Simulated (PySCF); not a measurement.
FGa, neutral, multiplicity 1. Atoms are numbered in the order given.

```xyz
2

Ga     0.0000     0.0000    -0.4080
F      0.0000     0.0000     1.4055
```

Coordinates come from a PBE-D3(BJ)/def2-TZVPD optimisation.

Level of theory: PBE-D3(BJ)/def2-TZVPD (PySCF).

Frequencies are harmonic and unscaled.

```tsv
mode	ν (cm⁻¹)	IR (km/mol)	moving atoms (share of kinetic energy)
1	579	111.7	F 79 %, Ga 21 %
```
